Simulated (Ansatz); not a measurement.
Cd3Te4⁺. The state is a doublet with charge 1. Geometry PBE-D4/def2-SVP, that of the neutral singlet; atoms count from 1.

Cartesian coordinates in Å:
```
Cd 1.406 -2.672 0.861
Cd -0.046 1.880 1.099
Cd -1.262 -1.132 0.478
Te -1.195 0.203 2.837
Te 1.322 0.089 -1.769
Te -1.105 -1.164 -2.246
Te 0.880 2.795 -1.260
```

In the def2 sets Cd, Te take a core potential; there is no spin–orbit coupling. The structure comes from a short search, and lower isomers may exist.

Q: Estimate the Mulliken populations from the PBE0/def2-TZVP orbitals of Ansatz.

A: 
```tsv
atom	charge (e)	spin (α − β)	d electrons
Cd1	0.35	0.29	10.00
Cd2	0.54	0.00	9.99
Cd3	0.44	-0.04	10.00
Te4	-0.23	0.33	–
Te5	0.05	0.17	–
Te6	-0.10	0.06	–
Te7	-0.05	0.20	–
```
Mulliken values and Mayer orders depend strongly on the basis.

Q: Where does the spin sit?

A: Summed by element: Cd 0.24, Te 0.76, of 1 unpaired in all. Largest on single atoms: Te4 0.33, Cd1 0.29, Te7 0.20.

Q: And the Mayer bond orders between bonded heavy atoms (over 0.3)?

A: Cd2–Te4 0.92 (2.67 Å); Cd2–Te7 0.84 (2.69 Å); Cd3–Te4 0.85 (2.71 Å); Cd3–Te6 0.81 (2.73 Å); Te5–Te6 1.13 (2.77 Å); Te5–Te7 1.15 (2.79 Å).
